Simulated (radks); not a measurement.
The numbers below are computed, except where a source is named.
Ionisation of the arsenic ion As3+, [Ar] 3d10 4s2, to As4+, [Ar] 3d10 4s1, under several functionals. Dirac Kohn-Sham, spin-unpolarised, spherical densities, finite nucleus; a radial shooting solver on a logarithmic mesh with Libxc functionals.

| functional | E(As3+) (hartree) | Exc (hartree) | IE (eV) | -e(HOMO) (eV) | <r> HOMO (bohr) | IE error (eV) |
|---|---|---|---|---|---|---|
| LDA (Slater exchange, Perdew-Zunger correlation) | -2255.81609 | -79.66765 | 51.113 | 44.856 | 1.737 | +0.963 |
| HCTH/407 | -2260.38884 | -84.42878 | 50.517 | 44.439 | 1.743 | +0.367 |
| PW91 | -2259.38670 | -83.30441 | 50.769 | 44.559 | 1.741 | +0.619 |
| XLYP | -2259.63796 | -83.55091 | 50.870 | 44.561 | 1.745 | +0.720 |
| revPBE | -2259.07208 | -82.98489 | 50.444 | 44.275 | 1.744 | +0.294 |

NIST Atomic Spectra Database: 50.2 eV (measured). Closest: revPBE. The Delta-SCF values span 0.67 eV, the total energies 4.57 hartree. The highest occupied level is 4s1/2. Spin polarisation and multiplet splitting are left out, so open shells lie too high by an amount that depends on their filling.

Beside tabulated values, note that spin-unpolarised runs miss the spin-polarisation part of the exchange energy of open shells.
